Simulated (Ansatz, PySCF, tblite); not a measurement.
Dissociation curve of Be2, singlet.

Methods: GFN2-xTB, 300 K electronic temperature (tblite); RCCSDT(Q) = CCSDT(Q) on RHF/cc-pVTZ, frozen core (Ansatz, an electronic-structure program); RKS-TPSSh = restricted TPSSh/cc-pVTZ run with PySCF; RKS-r2SCAN = restricted r2SCAN/cc-pVTZ (PySCF).

Energies are in kcal/mol, each relative to the lowest point of its own curve near equilibrium.

```csv
R / Å,GFN2-xTB,RCCSDT(Q),RKS-TPSSh,RKS-r2SCAN
1.87,1.8,15.7,17.6,18.4
2.04,0.0,6.0,6.8,7.3
2.15,0.4,2.8,3.1,3.4
2.26,1.6,1.0,1.1,1.2
2.40,3.5,0.1,0.1,0.1
2.42,3.8,0.1,0.0,0.0
2.52,?,0.0,0.0,0.0
2.64,6.1,0.1,0.4,0.4
2.68,6.5,?,0.5,0.6
2.76,?,0.4,0.9,1.1
2.91,8.1,?,1.8,2.1
3.11,8.8,1.0,2.8,3.5
3.42,9.0,1.2,?,5.4
3.75,8.9,1.3,5.3,6.7
4.12,8.8,?,6.1,7.6
4.52,8.9,1.5,6.5,8.0
5.06,9.1,1.6,6.7,8.3
5.52,9.2,1.7,6.8,8.3
6.20,9.3,1.7,6.8,8.4
6.77,9.3,1.7,6.8,8.4
7.42,9.4,1.8,6.8,8.4
```

Problem. Fill in the missing entries.

Solution. 
- 2.52, GFN2-xTB: 4.9
- 2.68, RCCSDT(Q): 0.2
- 2.76, GFN2-xTB: 7.2
- 2.91, RCCSDT(Q): 0.7
- 3.42, RKS-TPSSh: 4.3
- 4.12, RCCSDT(Q): 1.4
